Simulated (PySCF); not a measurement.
In(Br)2(Me) (CH3Br2In), SMILES [CH3][In]([Br])[Br].

The structure is a stationary point at B3LYP-D3(BJ)/def2-SVP. The structure was generated by enumeration; whether it is a known compound was not checked. The def2 effective core potentials stand for the cores of In; spin–orbit coupling is left out.

Two levels are set side by side: TDDFT-PBE/def2-SVPD (PySCF) and TDDFT-CAM-B3LYP/def2-SVPD (PySCF). Vertical, same geometry. The lowest singlet is HOMO→LUMO 97 % with PBE and HOMO−1→LUMO 91 % with the other functional; states are paired by order. Differences are taken from unrounded values.

| quantity | TDDFT-CAM-B3LYP |
|---|---|
| lowest singlet excitation (eV) | 5.07 |
| lowest triplet excitation (TDA) (eV) | 4.46 |

Q: What does TDDFT-PBE give, and how far is it from TDDFT-CAM-B3LYP? (The exact figures need the calculation; the answer reports its results.)

A: 
```csv
quantity,TDDFT-PBE,TDDFT-PBE minus TDDFT-CAM-B3LYP
lowest singlet excitation (eV),4.14,-0.93
lowest triplet excitation (TDA) (eV),3.83,-0.63
```

A lower first singlet is the usual sign of a functional without exact exchange. Differences between two approximate levels are no errors against the true value.

Rough cost on one machine, each run with all the roots and properties that it gave: TDDFT-CAM-B3LYP against TDDFT-PBE about 7 times.
